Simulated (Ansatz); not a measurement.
C₂H₉AlSi, SMILES `C[CH2][AlH][SiH3]`, relaxed with RKS PBE-D4/def2-SVP in Ansatz from a rough embedded geometry. The force threshold is 0.03 eV/Å; the program also tests the step.

Charge 0, multiplicity 1.

Start:

```xyz
13

C    -1.299   -1.066    0.736
C    -1.111   -0.666   -0.678
Al    0.771   -0.112   -0.941
Si    1.742    1.610    0.263
H    -0.705   -1.940    1.055
H    -2.431   -1.386    0.891
H    -1.127   -0.243    1.434
H    -1.320   -1.559   -1.361
H    -1.785    0.178   -0.985
H     1.696   -0.906   -2.042
H     0.639    2.201    1.165
H     2.149    2.707   -0.651
H     2.780    1.180    1.114
```

```tsv
step	energy (eV)	largest force (eV/Å)	largest move (Å)
1	-16677.1349	2.431	0.000
2	-16677.5338	0.893	0.125
3	-16677.5749	0.225	0.074
4	-16677.5800	0.086	0.037
5	-16677.5815	0.033	0.026
6	-16677.5835	0.117	0.076
7	-16677.5856	0.160	0.102
8	-16677.5875	0.139	0.143
9	-16677.5902	0.117	0.030
10	-16677.5932	0.222	0.139
11	-16677.5952	0.187	0.073
12	-16677.5987	0.098	0.051
13	-16677.6017	0.033	0.067
14	-16677.6040	0.051	0.115
15 (rejected)	-16677.6025	0.195	0.157
16	-16677.6057	0.032	0.077
17	-16677.6063	0.097	0.098
18 (rejected)	-16677.6057	0.121	0.048
19	-16677.6075	0.035	0.023
20	-16677.6080	0.021	0.048
21 (rejected)	-16677.6079	0.123	0.098
22	-16677.6086	0.024	0.048
23	-16677.6089	0.050	0.055
24	-16677.6090	0.041	0.019
25 (rejected)	-16677.6086	0.076	0.091
26	-16677.6093	0.029	0.045
27 (rejected)	-16677.6090	0.047	0.062
28	-16677.6095	0.009	0.030
```

End:

```xyz
13

C    -1.451   -0.837    0.770
C    -0.983   -0.975   -0.686
Al    0.619    0.050   -1.231
Si    1.776    1.510    0.390
H    -0.668   -1.162    1.488
H    -2.357   -1.443    0.985
H    -1.695    0.215    1.028
H    -0.782   -2.043   -0.941
H    -1.798   -0.687   -1.393
H     1.181   -0.098   -2.730
H     0.842    2.068    1.438
H     2.482    2.679   -0.253
H     2.833    0.722    1.135
```

Run time 53 s (4 threads of an Arm Neoverse N1 on a shared host); peak host memory 0.15 GiB.
